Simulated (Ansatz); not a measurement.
Harmonic frequencies (cm⁻¹) at PBE0-D4/def2-TZVP from Ansatz: 86, 124, 134, 272, 613, 623.

Which molecule is it?
A. `O=C=[N][In]([F])[F]`
B. `[Cl][In]([Cl])[Br]`
C. `[F][In]([F])[Br]`
D. `[Cl][In]([Cl])[I]`

C.
